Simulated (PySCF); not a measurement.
B3LYP has the VWN-RPA correlation part, as in Gaussian. Excitations are Tamm–Dancoff values on a coarser integration grid. The basis has no diffuse functions, so Rydberg states are missing or too high.

Species: C$_{2}$H$_{4}$N$_{2}$, SMILES `CNC#N` (charge 0, multiplicity 1).

Question: Estimate the S1 excitation (TDA), HOMO and S1 oscillator strength that B3LYP-D3(BJ)/def2-TZVP (PySCF 2.14.0) returns for this input.

Answer: 
```
Quantity                  Result
----------------------  --------
S1 excitation (TDA)      5.97 eV
HOMO                    -7.28 eV
S1 oscillator strength     0.002
```
